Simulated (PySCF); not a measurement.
# What a mistake does to a calculation on AlBCH7N

Calculated results; nothing here was measured. The program is PySCF 2.14.0, an open-source quantum chemistry code, run on an isolated molecule that a program drew, which may never have been made. The molecule is AlBCH7N (charge 0, singlet), drawn as the SMILES string `CB[NH][AlH2]`.

Each row is a Hartree-Fock (HF) and frozen-core CCSD(T) single point in the cc-pV(D+d)Z basis, meant for a local HF minimum. Run 1 is clean. Each other run has one planted mistake out of seven kinds, and not every kind appears here: one electron removed, one electron added, multiplicity raised by two, geometry at a saddle point, minimal basis STO-3G, one bond length entered in bohr, all coordinates scaled. The reference is restricted for singlets and unrestricted otherwise, and also for a bond in bohr. Adding or removing an electron swaps singlet and doublet. Electrons count all cores. HOMO and LUMO are orbital energies over both spins, the gradient is its largest component, and the lowest frequency (negative if imaginary) is given only where the gradient is small. Bond lengths are over the 10 bonds as drawn. T1 is the CCSD diagnostic: over 0.02 (restricted) or 0.045 (unrestricted) a single reference is doubtful.

Geometry of the clean run:
```xyz
11
AlBCH7N, angstrom
C    -1.1131    0.5505   -1.4443
B    -0.0060    0.6435   -0.3139
N    -0.1647    1.3423    0.9120
Al   -1.5191    2.2969    1.6155
H    -2.0519    1.0649   -1.2284
H    -0.7117    0.9543   -2.3813
H    -1.3404   -0.5023   -1.6486
H     1.0482    0.0814   -0.5082
H     0.6527    1.2837    1.4960
H    -2.8744    2.4962    0.8441
H    -1.2597    2.9153    3.0438
```

```
run  electrons  basis functions  <S^2>  HOMO (eV)  LUMO (eV)  gradient (hartree/bohr)  lowest frequency (cm^-1)  mean bond (Å)  longest bond (Å)      T1  HF (hartree)  CCSD(T) (hartree)                 mistake
  1         38              100  0.000     -11.58       1.57                  2.8e-05                       115         1.3457             1.800  0.0117    -363.07390         -363.60659                no fault
  2         37              100  0.773     -15.71      -8.77                  1.4e-01                         -         1.3457             1.800  0.0410    -362.69666         -363.21564    one electron removed
  3         38              100  0.000     -11.47       1.54                  9.7e-03                         -         1.3632             1.824  0.0121    -363.07229         -363.60723  all coordinates scaled
  4         39              100  0.766       0.73       7.61                  3.7e-02                         -         1.3457             1.800  0.0187    -363.03102         -363.58383                       ?
  5         38               31  0.000      -8.92       8.22                  4.1e-02                         -         1.3457             1.800  0.0163    -358.69289         -358.92344                       ?
```

**Which mistake was planted in run 4, and what did it cost?**

It counts 39 electrons, one more than the clean run, at the same geometry and basis. So the mistake is: one electron added. Subtracting run 1 and multiplying by 627.51 kcal/mol a hartree, the energy moved by 26.9 kcal/mol in HF and 14.3 kcal/mol in CCSD(T).

**Which mistake was planted in run 5, and what did it cost?**

It has 31 basis functions where the clean run has 100, with the same electrons and geometry. So the mistake is: minimal basis STO-3G. Subtracting run 1 and multiplying by 627.51 kcal/mol a hartree, the energy moved by 2749.1 kcal/mol in HF and 2938.7 kcal/mol in CCSD(T).

Cautions from the logs. Run 4: the HOMO is above zero, so the electron isn't bound and the energy depends on the basis.
